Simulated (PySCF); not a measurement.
**Two-component Hartree-Fock for Fe³⁺ (iron, charge +3)**

Start: [Ar] 3d5; 3d3/2 filled at m_j = -3/2, -1/2, +1/2, +3/2; 3d5/2 filled at m_j = +5/2. Calculated with PySCF 2.14 in x2c-TZVPPall-2c (6s7p4d2f1g, 70 functions): generalised Hartree-Fock with the X2C-1e Hamiltonian and a Gaussian nucleus; one run each with spin-orbit coupling (SO) switched off, then screened by Boettger's factors.

| spinor shell | electrons | ε, spin-free (eV) | ε, screened SO (eV) | weight of nominal j (screened SO) | rms radius, screened SO (bohr) |
| --- | --- | --- | --- | --- | --- |
| 1s1/2 | 2 | -7212.9 | -7212.8 | 1.000 | 0.0675 |
| 2s1/2 | 2 | -920.63 | -920.61 | 1.000 | 0.288 |
| 2p1/2 | 2 | -786.37 | -795.32 | 0.975 | 0.259 |
| 2p3/2 | 4 | -786.37 | -781.98 | 0.987 | 0.261 |
| 3s1/2 | 2 | -152.46 | -152.45 | 1.000 | 0.864 |
| 3p1/2 | 2 | -111.59 | -112.16 | 0.663 | 0.916 |
| 3p3/2 | 4 | -111.59 | -111.31 | 0.832 | 0.921 |
| 3d3/2 | 4 | -56.076 | -56.095 | 0.511 | 1.07 |
| 3d5/2 | 1 | -56.076 | -55.994 | 1.000 | 1.07 |

```
   quantity    spin-free  screened SO
E (hartree)  -1269.48815  -1269.50811
        M_J          5/2          5/2
       ⟨J²⟩        8.751        8.751
       ⟨L²⟩        0.000        0.002
       ⟨S²⟩        8.751        8.749
```

Each row is a mean over spinors that exchange with the open shell spreads, by up to 15.956 eV (3p3/2).

Rows whose weight is well below 1 are mixtures of j = l ± 1/2: exchange outweighs spin-orbit coupling there, and the label is only the starting occupation.

Without spin-orbit coupling the j labels of p, d and f shells carry no meaning; the spin-free column gives the mean over the occupied spinors of each nl shell.
